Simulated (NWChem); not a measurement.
A series in which one site is exchanged, each optimised at PBE0/def2-SVP with NWChem, gas phase unless a solvent is named. For some, no frequency run checked for a minimum. def2 effective core potentials on Sn; no spin-orbit coupling.

A: [GeH3][SnH3] (SnGeH₆; site = Sn)
B: [CH3][GeH3] (CH6Ge; site = C)
C: [GeH3][GeH3] (Ge₂H₆; site = Ge)
D: [SiH3][GeH3] (GeSiH$_{6}$; site = Si)

Values for A:

```
Item                                                       Result
---------------------------------------------------------  ------
dipole (D), PBE0/def2-SVP                                    0.10
orbital gap (eV), PBE0/def2-SVP                              8.00
vertical ionisation energy, ΔSCF, CAM-B3LYP/def2-SVP (eV)   10.00
static polarisability, CAM-B3LYP/def2-SVPD (bohr³)           80.5
```

How do these values change for the other members?


| change from A | B | C | D |
|---|---|---|---|
| dipole (D), PBE0/def2-SVP | +0.63 | -0.10 | -0.07 |
| orbital gap (eV), PBE0/def2-SVP | +2.20 | +0.91 | +0.96 |
| vertical ionisation energy, ΔSCF, CAM-B3LYP/def2-SVP (eV) | +1.75 | +0.38 | +0.52 |
| static polarisability, CAM-B3LYP/def2-SVPD (bohr³) | -33.7 | -11.3 | -15.0 |
